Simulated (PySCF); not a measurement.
A side-by-side comparison of computed properties.

First species: C3H12Ge2.
SMILES: `CC[CH]([GeH3])[GeH3]`

Second species: Si(SiH3)2Me2, C₂H₁₂Si₃.
Structure used (PBE0-D3(BJ)/def2-SVP), in Å, numbered top down from 1:
```xyz
17
C2H12Si3 angstrom
Si    -0.151    0.007   -0.101
Si    -0.115   -0.028    2.247
H     -1.501    0.039    2.813
H      0.663    1.132    2.788
H      0.527   -1.288    2.740
Si     2.078    0.006   -0.836
H      2.834   -1.136   -0.229
H      2.766    1.278   -0.448
H      2.155   -0.129   -2.328
C     -1.022    1.570   -0.710
H     -1.019    1.612   -1.811
H     -0.522    2.475   -0.332
H     -2.070    1.589   -0.370
C     -1.027   -1.542   -0.741
H     -2.068   -1.578   -0.383
H     -0.515   -2.455   -0.398
H     -1.041   -1.552   -1.842
```

Levels: PBE0/def2-SVPD for dipole moment, HOMO energy, LUMO energy, HOMO–LUMO gap, static isotropic polarisability and electronic spatial extent ⟨r²⟩ about the centre of nuclear charge; TDDFT PBE0/def2-SVPD for lowest singlet excitation; TDA PBE0/def2-SVPD for lowest triplet excitation (Tamm–Dancoff); PBE0-D3(BJ)/def2-SVP for rotational constant A and rotational constant C. Geometries: PBE0-D3(BJ)/def2-SVP. All species are isolated and taken at one optimised geometry, non-relativistic unless stated; the electronic structure was computed with PySCF and density fitting.

The conformers computed, where there is a choice (atom-mapped SMILES and torsion angles):
- `[CH3:1][CH2:2][CH:3]([GeH3:4])[GeH3:5]`: C1–C2–C3–Ge4 -176°

| property | column X | column Y |
| --- | --- | --- |
| dipole moment | 0.97 D | 1.31 D |
| HOMO energy | -7.96 eV | -7.47 eV |
| LUMO energy | 0.22 eV | -0.13 eV |
| HOMO–LUMO gap | 8.18 eV | 7.34 eV |
| lowest singlet excitation | 7.09 eV | 6.34 eV |
| lowest triplet excitation (Tamm–Dancoff) | 6.79 eV | 5.43 eV |
| static isotropic polarisability | 101.8 au | 117.1 au |
| electronic spatial extent ⟨r²⟩ about the centre of nuclear charge | 1404 bohr² | 1147 bohr² |
| rotational constant A | 2.168 GHz | 2.185 GHz |
| rotational constant C | 0.763 GHz | 1.319 GHz |

(1) Which column belongs to which species?

(2) How does each property change from the first species to the second?

## Answers

(1) Column X is the first species and column Y the second. The first has 17 atoms and 94 electrons, the second 17 and 66.

(2) dipole moment +0.34 D; HOMO energy +0.49 eV; LUMO energy -0.35 eV; HOMO–LUMO gap -0.84 eV; lowest singlet excitation -0.75 eV; lowest triplet excitation (Tamm–Dancoff) -1.36 eV; static isotropic polarisability +15.3 au; electronic spatial extent ⟨r²⟩ about the centre of nuclear charge -257 bohr²; rotational constant A +0.017 GHz; rotational constant C +0.556 GHz.

On the first: The vertical singlet–triplet gap S1 − T1 is 0.30 eV (TDDFT singlet less Tamm–Dancoff triplet; S1: HOMO→LUMO, weight 0.95; T1: HOMO→LUMO, weight 0.62, beside HOMO→LUMO+1, weight 0.32). S1 lies 1.09 eV below the HOMO–LUMO gap; its leading configuration is HOMO→LUMO, weight 0.95. Relativistic effects, spin–orbit coupling among them, are left out although an element past zinc is present.

On the second: No computed singlet falls in the visible range (750 to 380 nm, 1.65 to 3.26 eV); S1 lies 3.08 eV above its blue end. In wavenumbers S1 is 51100 cm⁻¹ (1 eV = 8065.54 cm⁻¹).
